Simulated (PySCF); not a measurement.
C3H7NSi, SMILES [SiH3]C#CCN.

Geometry: PBE0-D3(BJ)/def2-SVP. The values are those of a single conformer.

Method: PySCF 2.14.0 with TDDFT-ωB97X/def2-SVPD.

Vertical excitations. Gas-phase values at a fixed geometry.

Computed UV-visible absorptions:
| state | energy (eV) | λ (nm) | f | main pairs |
|---|---|---|---|---|
| S1 | 5.86 | 212 | 0.000 | HOMO−1→LUMO 61 %, HOMO−1→LUMO+1 12 % |
| S2 | 6.17 | 201 | 0.009 | HOMO−1→LUMO+2 36 %, HOMO→LUMO 29 %, HOMO−2→LUMO 12 % |
| S3 | 6.22 | 199 | 0.002 | HOMO→LUMO+2 42 %, HOMO−2→LUMO+2 27 %, HOMO−1→LUMO 11 % |
| S4 | 6.98 | 178 | 0.090 | HOMO→LUMO 39 %, HOMO−2→LUMO 17 %, HOMO→LUMO+4 12 %, HOMO→LUMO+1 6 % |
| S5 | 7.61 | 163 | 0.010 | HOMO−1→LUMO+1 59 %, HOMO−1→LUMO 18 %, HOMO−1→LUMO+3 9 % |
| S6 | 7.68 | 162 | 0.035 | HOMO→LUMO+1 47 %, HOMO−2→LUMO 23 % |
| S7 | 8.04 | 154 | 0.000 | HOMO−2→LUMO+2 47 %, HOMO→LUMO+2 32 % |
| S8 | 8.14 | 152 | 0.254 | HOMO−2→LUMO+1 28 %, HOMO→LUMO 17 %, HOMO→LUMO+4 14 %, HOMO−1→LUMO+2 9 % |
| S9 | 8.56 | 145 | 0.945 | HOMO−1→LUMO+2 31 %, HOMO−2→LUMO 28 %, HOMO−2→LUMO+1 16 % |
| S10 | 8.70 | 142 | 0.036 | HOMO→LUMO+5 60 % |
| T1 | 4.94 | 251 | 0 | HOMO−1→LUMO+2 29 %, HOMO→LUMO 22 %, HOMO−2→LUMO 17 % |
| T2 | 5.43 | 229 | 0 | HOMO−1→LUMO 50 %, HOMO→LUMO+2 11 %, HOMO−1→LUMO+1 11 %, HOMO−2→LUMO+2 9 % |
| T3 | 5.45 | 228 | 0 | HOMO−1→LUMO+2 46 %, HOMO→LUMO 17 %, HOMO−2→LUMO 10 % |
| T4 | 5.98 | 207 | 0 | HOMO→LUMO+2 34 %, HOMO−2→LUMO+2 24 %, HOMO−1→LUMO 19 % |
Triplets are in the Tamm–Dancoff approximation, which puts them higher than full response would, so one can lie above its singlet here.
